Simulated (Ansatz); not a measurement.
Reaction (redistribution): `[SiH3][SiH2][SiH2][SiH2][GeH2][SiH3]` + `C[Te][GeH3]` → `C[Te][SiH2][SiH3]` + `[SiH3][GeH2][SiH2][SiH2][GeH3]`

Isolated molecules relaxed with PBE0-D4/def2-TZVP in Ansatz; ΔE leaves out vibrations. CBS: MP2 limit from def2 TZ/QZ plus the TZ coupled-cluster correction, frozen cores. DFT in def2-TZVPP. Elements past krypton have def2 core potentials. For Ge, Te outer-core shells are correlated without core-valence functions, which leaves a few kJ/mol of doubt a bond. Scalar relativity is left out up to krypton. Each species was taken in one conformer, which may not be the lowest.

```tsv
level	ΔE (kcal/mol)	difference from CCSD(T)/CBS
PBE-D4	-1.1	1.1
PBE0-D4	-1.1	1.1
ωB97M-V	-1.7	0.5
B2PLYP	-2.1	0.1
PBE	-1.9	0.3
HF/def2-TZVPP	-2.1	0.1
SCS-MP2/def2-TZVPP	-2.3	-0.1
CCSD/def2-TZVPP	-1.9	0.3
HF/def2-QZVPP	-2.1	0.1
MP2/def2-QZVPP	-2.6	-0.4
CCSD(T)/CBS	-2.2	0
```

Largest T1 diagnostic among the species: 0.013.

The D4 term adds +1.2 kcal/mol with B3LYP and +0.8 kcal/mol with PBE0; it sums over pairs of atoms, weighted by their polarisabilities, and B3LYP, whose exchange is more repulsive, gets the larger term.

B3LYP here is the variant with VWN-RPA as its local correlation; programs differ in this.
